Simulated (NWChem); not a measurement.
System: CH₃ClMnO, sextet; SMILES C[O][Mn][Cl]

```xyz
7

Mn     0.0000     0.0000     0.1081
Cl     0.0000     0.0000     2.3041
O      0.0000     0.0000    -1.6636
C      0.0000     0.0000    -3.0354
H      0.3314    -0.9730    -3.4503
H     -1.0084     0.1995    -3.4503
H      0.6769     0.7736    -3.4503
```
Atoms are numbered in this order, from 1.

Results from NWChem. Spin-unrestricted. In the optimisation the excess spin sits in a and e+ (C3, its own frame). Structure relaxed at the PBE0/def2-SVP, spin-unrestricted level. Not confirmed as a minimum by frequencies. The spin multiplicity was typed, not searched, and may not be the lowest. No stability test was run on the SCF state. Level r2SCAN/def2-SVP: energy and gradient on several grids; changes count from the extra-fine grid, which is no exact limit either.

| grid | size of the energy change (μHa) | largest change of a gradient component (μHa/bohr) |
|---|---|---|
| xcoarse | 6000 | 4000 |
| coarse | 200 | 900 |
| medium | 80 | 60 |
| fine | 20 | < 30 |
| xfine | < 10 | < 30 |
